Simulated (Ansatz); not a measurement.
Frontier orbitals of O$_{6}$P$_{4}$ (`O1P2OP3OP1OP(O2)O3`).

```csv
atom,x (Å),y (Å),z (Å)
O1,-0.778,-0.106,1.595
P2,-1.695,-0.526,0.296
O3,-1.450,0.793,-0.655
P4,0.001,1.453,-1.061
O5,0.673,1.588,0.434
P6,0.786,0.402,1.568
O7,1.450,-0.793,0.655
P8,0.909,-1.329,-0.803
O9,-0.673,-1.588,-0.434
O10,0.778,0.106,-1.595
```

Total charge 0; spin multiplicity 1. Geometry: relaxed with PBE0-D4/def2-TZVP. Basis def2-TZVPP, Ansatz.

```json
{"functional": "PBE", "HOMO (eV)": "-6.90", "LUMO (eV)": "-2.35", "gap (eV)": "4.55"}
{"functional": "B97M-V", "HOMO (eV)": "-7.27", "LUMO (eV)": "-2.04", "gap (eV)": "5.23"}
{"functional": "PBE0", "HOMO (eV)": "-8.17", "LUMO (eV)": "-1.38", "gap (eV)": "6.79"}
{"functional": "r2SCANh", "HOMO (eV)": "-7.64", "LUMO (eV)": "-1.78", "gap (eV)": "5.86"}
{"functional": "HSE06 (plane-wave form)", "HOMO (eV)": "-7.77", "LUMO (eV)": "-1.76", "gap (eV)": "6.01"}
{"functional": "ωB97X-V", "HOMO (eV)": "-10.51", "LUMO (eV)": "0.82", "gap (eV)": "11.33"}
{"functional": "ωB97M-V", "HOMO (eV)": "-10.34", "LUMO (eV)": "0.71", "gap (eV)": "11.05"}
{"functional": "HF", "HOMO (eV)": "-11.15", "LUMO (eV)": "2.49", "gap (eV)": "13.64"}
```

What is the vertical ionisation energy at frozen-core CCSD(T)/CBS(def2)? (An estimate is asked.)

Ansatz gave: 10.55 eV (T1 of the cation 0.026).

From PBE to PBE0 the HOMO moves by −1.27 eV and the LUMO by +0.97 eV, and with ωB97M-V by −3.44 and +3.06 eV, so the gap grows from 4.55 to 11.05 eV with exact exchange. A positive LUMO is unbound and depends on the basis. −ε(HOMO) differs from that ionisation energy by −3.65 eV with PBE and −0.21 eV with ωB97M-V.
